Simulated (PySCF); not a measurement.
PySCF input for C₅H₅, SMILES C1[C]=CCC=1, multiplicity 2, TDA-CAM-B3LYP/def2-SVPD. Coordinates come from a PBE0-D3(BJ)/def2-SVP optimisation. The isomer is the one that the SMILES or the coordinates give; other isomers of the formula were not compared. Other conformers were not sampled.

```python
import numpy as np
from pyscf import gto, scf, dft, tdscf

mol = gto.M(
    atom='''
    C    -1.25517538    0.03863142   -0.00000000
    C    -0.51363240    1.15264575   -0.00000000
    C     0.92050590    0.68983845    0.00000000
    C     0.82878576   -0.80707830    0.00000000
    C    -0.47065647   -1.18277672   -0.00000000
    H    -0.83385956    2.19420174   -0.00000000
    H     1.47097420    1.06372329   -0.88361050
    H     1.47097420    1.06372329    0.88361050
    H     1.69645455   -1.46944548    0.00000000
    H    -0.86350788   -2.19976641   -0.00000000
    ''',
    basis='def2-SVPD',
    charge=0,
    spin=1,
    max_memory=1600,
    verbose=4,
)
mf = dft.UKS(mol, xc='cam-b3lyp').density_fit(auxbasis='def2-universal-jkfit')
mf.grids.level = 3
mf.conv_tol = 1e-9
mf.max_cycle = 100
mf.kernel()
fine, coarse = mf.grids, dft.Grids(mol).set(level=1).build(with_non0tab=True)
for _ in range(3):  # follow internal instabilities
    mf.grids = coarse
    mo, _, stable, _ = mf.stability(return_status=True, nroots=4)
    mf.grids = fine
    if stable:
        break
    mf.kernel(mf.make_rdm1(mo, mf.mo_occ))
mf.grids = dft.Grids(mol).set(level=1).build(with_non0tab=True)  # coarser grid for the response kernel
td = tdscf.TDA(mf)
td.nstates = 10
td.conv_tol = 1e-4
td.positive_eig_threshold = 1e-6
td.kernel(x0=td.get_init_guess(mf, 15))
td.analyze()
```

Output:

```
PySCF version 2.14.0

[INPUT] verbose = 4
[INPUT] num. atoms = 10
[INPUT] num. electrons = 35
[INPUT] charge = 0
[INPUT] spin (= nelec alpha-beta = 2S) = 1
[INPUT] symmetry False subgroup None
[INPUT] Mole.unit = angstrom
[INPUT] Symbol           X                Y                Z      unit          X                Y                Z       unit  Magmom
[INPUT]  1 C     -1.255175380000   0.038631420000   0.000000000000 AA   -2.371937706497   0.073002803603   0.000000000000 Bohr   0.0
[INPUT]  2 C     -0.513632400000   1.152645750000   0.000000000000 AA   -0.970624564703   2.178184786144   0.000000000000 Bohr   0.0
[INPUT]  3 C      0.920505900000   0.689838450000   0.000000000000 AA    1.739504047046   1.303605740694   0.000000000000 Bohr   0.0
[INPUT]  4 C      0.828785760000  -0.807078300000   0.000000000000 AA    1.566178102340  -1.525156948080   0.000000000000 Bohr   0.0
[INPUT]  5 C     -0.470656470000  -1.182776720000   0.000000000000 AA   -0.889411827055  -2.235124067311   0.000000000000 Bohr   0.0
[INPUT]  6 H     -0.833859560000   2.194201740000   0.000000000000 AA   -1.575766194750   4.146440350644   0.000000000000 Bohr   0.0
[INPUT]  7 H      1.470974200000   1.063723290000  -0.883610500000 AA    2.779738374301   2.010145690421  -1.669781845790 Bohr   0.0
[INPUT]  8 H      1.470974200000   1.063723290000   0.883610500000 AA    2.779738374301   2.010145690421   1.669781845790 Bohr   0.0
[INPUT]  9 H      1.696454550000  -1.469445480000   0.000000000000 AA    3.205834482272  -2.776849512180   0.000000000000 Bohr   0.0
[INPUT] 10 H     -0.863507880000  -2.199766410000   0.000000000000 AA   -1.631793399604  -4.156956052918   0.000000000000 Bohr   0.0

nuclear repulsion = 148.350993980402
number of shells = 60
number of NR pGTOs = 200
number of NR cGTOs = 140
basis = def2-SVPD
ecp = {}


[settings echo left out]
init E= -193.963925547963
  alpha nocc = 18  HOMO = -0.208558961696604  LUMO = -0.0700998250591001
  beta  nocc = 17  HOMO = -0.254389850517284  LUMO = -0.208558961696604

WARN: HOMO -0.208558961696604 >= LUMO -0.208558961696604

cycle= 1 E= -193.137246157856  delta_E= 0.827  |g|= 0.168  |ddm|= 3.66
  alpha nocc = 18  HOMO = -0.262450602931847  LUMO = 0.0361343796837961
  beta  nocc = 17  HOMO = -0.258117784188351  LUMO = -0.0337122101366605
  HOMO = -0.258117784188  LUMO = -0.0337122101367  gap/eV = 6.10639
cycle= 2 E= -193.154079645742  delta_E= -0.0168  |g|= 0.105  |ddm|= 0.807
  alpha nocc = 18  HOMO = -0.296952025195516  LUMO = 0.0120695740597556
  beta  nocc = 17  HOMO = -0.293284159642449  LUMO = -0.0531763704856658
  HOMO = -0.293284159642  LUMO = -0.0531763704857  gap/eV = 6.53367
cycle= 3 E= -193.160179582737  delta_E= -0.0061  |g|= 0.032  |ddm|= 0.251
  alpha nocc = 18  HOMO = -0.290875742972852  LUMO = 0.017307867242363
  beta  nocc = 17  HOMO = -0.287495021863357  LUMO = -0.0468422344180888
  HOMO = -0.287495021863  LUMO = -0.0468422344181  gap/eV = 6.54850
cycle= 4 E= -193.161002427779  delta_E= -0.000823  |g|= 0.0115  |ddm|= 0.142
  alpha nocc = 18  HOMO = -0.289495722002282  LUMO = 0.0184300660419026
  beta  nocc = 17  HOMO = -0.2865926310186  LUMO = -0.0436887935498866
  HOMO = -0.286592631019  LUMO = -0.0436887935499  gap/eV = 6.60975
cycle= 5 E= -193.161123256922  delta_E= -0.000121  |g|= 0.00638  |ddm|= 0.0284
  alpha nocc = 18  HOMO = -0.289539199728991  LUMO = 0.0181008526865374
  beta  nocc = 17  HOMO = -0.286845773308709  LUMO = -0.0435511402878386
  HOMO = -0.286845773309  LUMO = -0.0435511402878  gap/eV = 6.62038
cycle= 6 E= -193.161191965906  delta_E= -6.87e-05  |g|= 0.00295  |ddm|= 0.0231
  alpha nocc = 18  HOMO = -0.289406675436558  LUMO = 0.0182094922959442
  beta  nocc = 17  HOMO = -0.287098047951174  LUMO = -0.0432589459272936
  HOMO = -0.287098047951  LUMO = -0.0432589459273  gap/eV = 6.63520
cycle= 7 E= -193.161229229074  delta_E= -3.73e-05  |g|= 0.00199  |ddm|= 0.0149
  alpha nocc = 18  HOMO = -0.289285463186243  LUMO = 0.0182212372967681
  beta  nocc = 17  HOMO = -0.287174942827267  LUMO = -0.043189125109266
  HOMO = -0.287174942827  LUMO = -0.0431891251093  gap/eV = 6.63919
cycle= 8 E= -193.161246468684  delta_E= -1.72e-05  |g|= 0.00143  |ddm|= 0.00882
  alpha nocc = 18  HOMO = -0.289227974789737  LUMO = 0.0182268580369835
  beta  nocc = 17  HOMO = -0.287383620195042  LUMO = -0.0429742020908241
  HOMO = -0.287383620195  LUMO = -0.0429742020908  gap/eV = 6.65072
cycle= 9 E= -193.161261084037  delta_E= -1.46e-05  |g|= 0.000809  |ddm|= 0.0121
  alpha nocc = 18  HOMO = -0.289215007465486  LUMO = 0.0182735569905814
  beta  nocc = 17  HOMO = -0.287441630375345  LUMO = -0.0430810279407927
  HOMO = -0.287441630375  LUMO = -0.0430810279408  gap/eV = 6.64939
cycle= 10 E= -193.161264408542  delta_E= -3.32e-06  |g|= 0.000566  |ddm|= 0.0051
  alpha nocc = 18  HOMO = -0.289240375745505  LUMO = 0.018274678950041
  beta  nocc = 17  HOMO = -0.287481776803883  LUMO = -0.0430182089572893
  HOMO = -0.287481776804  LUMO = -0.0430182089573  gap/eV = 6.65219
cycle= 11 E= -193.161265887113  delta_E= -1.48e-06  |g|= 0.000283  |ddm|= 0.00391
  alpha nocc = 18  HOMO = -0.289239580654533  LUMO = 0.0183503439227333
  beta  nocc = 17  HOMO = -0.287416408303012  LUMO = -0.0429824930906264
  HOMO = -0.287416408303  LUMO = -0.0429824930906  gap/eV = 6.65139
cycle= 12 E= -193.161266523862  delta_E= -6.37e-07  |g|= 0.000132  |ddm|= 0.00288
  alpha nocc = 18  HOMO = -0.289293076046154  LUMO = 0.0183371016089402
  beta  nocc = 17  HOMO = -0.287446848561379  LUMO = -0.0430061476176902
  HOMO = -0.287446848561  LUMO = -0.0430061476177  gap/eV = 6.65157
cycle= 13 E= -193.161266600725  delta_E= -7.69e-08  |g|= 8.48e-05  |ddm|= 0.000897
  alpha nocc = 18  HOMO = -0.289288507113864  LUMO = 0.0183620563937152
  beta  nocc = 17  HOMO = -0.287420318537035  LUMO = -0.0429947475295029
  HOMO = -0.287420318537  LUMO = -0.0429947475295  gap/eV = 6.65116
cycle= 14 E= -193.161266621953  delta_E= -2.12e-08  |g|= 2e-05  |ddm|= 0.00059
  alpha nocc = 18  HOMO = -0.289288913706363  LUMO = 0.0183643554350272
  beta  nocc = 17  HOMO = -0.287418230110628  LUMO = -0.0429929845078814
  HOMO = -0.287418230111  LUMO = -0.0429929845079  gap/eV = 6.65115
cycle= 15 E= -193.161266622627  delta_E= -6.74e-10  |g|= 1.14e-05  |ddm|= 0.000122
  alpha nocc = 18  HOMO = -0.289291842972085  LUMO = 0.018361550224014
  beta  nocc = 17  HOMO = -0.287420284140449  LUMO = -0.0429975771821192
  HOMO = -0.28742028414  LUMO = -0.0429975771821  gap/eV = 6.65108
Extra cycle  E= -193.161266622642  delta_E= -1.52e-11  |g|= 1.3e-05  |ddm|= 3.76e-05
converged SCF energy = -193.161266622642  <S^2> = 0.76388802  2S+1 = 2.0138401
tot grids = 38264
uhf_internal: lowest eigs of H = [0.12110674 0.15228034 0.2657233  0.31498874]
<class 'pyscf.df.df_jk.DFUKS'> wavefunction is stable in the internal stability analysis
tot grids = 38264
Overwritten attributes  positive_eig_threshold  of <class 'pyscf.tdscf.uks.TDA'>


******** <class 'pyscf.tdscf.uks.TDA'> for <class 'pyscf.df.df_jk.DFUKS'> ********
nstates = 10
deg_eia_thresh = 1.000e-03
wfnsym = None
conv_tol = 0.0001
eigh lindep = 1e-12
eigh level_shift = 0
eigh max_cycle = 100


Excitation energies (eV)
[2.21393541 3.18027096 4.47053018 4.88785796 5.11892134 5.60667399
 6.29452067 6.44772398 6.53853058 6.86716577]

** Excitation energies and oscillator strengths **
Excited State   1:      2.21394 eV    560.02 nm  f=0.0014
      16b ->   18b     -0.21120
      17b ->   18b     -0.96496
Excited State   2:      3.18027 eV    389.85 nm  f=0.0000
      16a ->   23a      0.11353
      18a ->   19a      0.69484
      16b ->   24b     -0.10688
      17b ->   19b      0.68170
Excited State   3:      4.47053 eV    277.34 nm  f=0.0012
      17a ->   19a      0.32381
      17a ->   23a     -0.10250
      16b ->   18b     -0.89866
      17b ->   18b      0.22951
Excited State   4:      4.88786 eV    253.66 nm  f=0.0024
      17a ->   19a      0.92467
      17a ->   23a     -0.13196
      16b ->   18b      0.33810
Excited State   5:      5.11892 eV    242.21 nm  f=0.0002
      16a ->   19a     -0.50000
      18a ->   23a     -0.47287
      16b ->   19b      0.56088
      17b ->   24b     -0.39480
Excited State   6:      5.60667 eV    221.14 nm  f=0.1330
      18a ->   19a     -0.66507
      14b ->   18b      0.12823
      15b ->   18b      0.14923
      17b ->   19b      0.68379
Excited State   7:      6.29452 eV    196.97 nm  f=0.0098
      18a ->   19a     -0.12569
       9b ->   18b     -0.14894
      13b ->   18b      0.52489
      14b ->   18b     -0.52471
      15b ->   18b     -0.59922
      17b ->   19b      0.12698
Excited State   8:      6.44772 eV    192.29 nm  f=0.0000
      18a ->   20a      0.46682
      17b ->   20b      0.85561
Excited State   9:      6.53853 eV    189.62 nm  f=0.0004
      18a ->   20a      0.85696
      17b ->   20b     -0.47331
Excited State  10:      6.86717 eV    180.55 nm  f=0.0007
      16a ->   19a     -0.50026
      18a ->   23a      0.60319
      16b ->   19b      0.40853
      17b ->   24b      0.43589

** Transition electric dipole moments (AU) **
state          X           Y           Z        Dip. S.      Osc.
  1         0.0000      0.0000     -0.1580      0.0250      0.0014
  2         0.0193     -0.0042     -0.0000      0.0004      0.0000
  3        -0.0000     -0.0000     -0.1027      0.0105      0.0012
  4         0.0000     -0.0000      0.1401      0.0196      0.0024
  5         0.0359     -0.0187      0.0000      0.0016      0.0002
  6        -0.5883      0.7886      0.0000      0.9679      0.1330
  7        -0.2188      0.1243     -0.0000      0.0633      0.0098
  8         0.0000     -0.0000      0.0073      0.0001      0.0000
  9        -0.0000      0.0000      0.0482      0.0023      0.0004
 10         0.0605     -0.0190     -0.0000      0.0040      0.0007

** Transition velocity dipole moments (imaginary part, AU) **
state          X           Y           Z        Dip. S.      Osc.
  1        -0.0000      0.0000      0.0006      0.0000      0.0000
  2         0.0047      0.0010     -0.0000      0.0000      0.0001
  3        -0.0000     -0.0000     -0.0028      0.0000      0.0000
  4        -0.0000      0.0000      0.0149      0.0002      0.0008
  5         0.0099      0.0003      0.0000      0.0001      0.0003
  6         0.0148     -0.0179     -0.0000      0.0005      0.0018
  7        -0.0082      0.0019     -0.0000      0.0001      0.0002
  8         0.0000     -0.0000      0.0027      0.0000      0.0000
  9        -0.0000      0.0000      0.0124      0.0002      0.0004
 10        -0.0067     -0.0047     -0.0000      0.0001      0.0002

** Transition magnetic dipole moments (imaginary part, AU) **
state          X           Y           Z
  1         0.0274     -0.3831     -0.0000
  2         0.0000      0.0000     -0.0154
  3         0.0002     -0.3533     -0.0000
  4        -0.0677     -0.3555     -0.0000
  5        -0.0000     -0.0000     -0.0068
  6        -0.0000     -0.0000      0.6893
  7        -0.0000     -0.0000      1.2306
  8        -0.2020     -0.1644     -0.0000
  9         0.7121      0.4703      0.0000
 10         0.0000      0.0000     -0.1639
```

Self-consistency was reached.

Cost: very roughly 7 core-minutes.
